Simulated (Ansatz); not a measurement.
Geometry optimisation, Ansatz, RKS B3LYP-D4/STO-3G.

The input (input.yaml):

```yaml
crystal:
  periodic: [false, false, false]
  atoms:
    - { symbol: O, position_ang: [2.2818, -0.1794, -0.3346] }
    - { symbol: B, position_ang: [0.7971, 0.018, -0.1178] }
    - { symbol: Si, position_ang: [-0.9144, -0.2434, 1.0081] }
    - { symbol: C, position_ang: [-0.5468, 0.5297, -0.5664] }
    - { symbol: Cl, position_ang: [-1.3093, -0.3717, -1.96] }
    - { symbol: Cl, position_ang: [-0.8102, 2.3024, -0.5835] }
    - { symbol: H, position_ang: [2.3422, -0.9995, -0.8133] }
    - { symbol: H, position_ang: [-0.645, 0.5768, 2.2299] }
    - { symbol: H, position_ang: [-1.107, -1.6792, 1.1205] }
basis:
  gaussian: { orbitals: STO-3G }
hamiltonian:
  xc: b3lyp
  dispersion: d4
relax:
  f_tol: 0.015
  max_steps: 40
output:
  orbitals: {}
```

Launched with:

```bash
$ ansatz run input.yaml --threads 1 --pin off --max-ram 2048MiB --backend cpu --events-out ev --progress --plain --runs-dir out
```

Question: Where does it end, and by what steps?

Answer: The forces met the threshold. Limits of this set-up: minimal basis. After 12 steps the energy has fallen by 2.856 eV; H7 moved furthest, 0.69 Å.

```tsv
step	energy less start (eV)	largest force component (eV/Å)	accepted
0	0.0000	4.759	yes
1	-1.4196	2.412	yes
2	-1.7984	1.319	yes
3	-2.0154	0.828	yes
4	-2.2549	2.426	yes
5	-2.4740	3.109	yes
6	-2.7542	1.656	yes
7	-2.7802	0.537	yes
8	-2.8500	0.296	yes
9	-2.8538	0.073	yes
10	-2.8550	0.043	yes
11	-2.8561	0.032	yes
12	-2.8562	0.007	yes
```

```xyz
9
Properties=species:S:1:pos:R:3
O 1.997 -0.225 -0.830
B 0.806 -0.149 -0.226
Si -0.562 -0.392 1.092
C -0.595 0.503 -0.586
Cl -1.523 -0.263 -2.001
Cl -0.664 2.359 -0.622
H 2.673 -0.746 -0.269
H -0.682 0.461 2.253
H -1.362 -1.594 1.172
```

Whether the end is a true minimum wasn't checked by a vibrational analysis.

Run time: 41 s on 1 thread of Arm Neoverse V2 (shared host), peak memory 0.17 GiB.
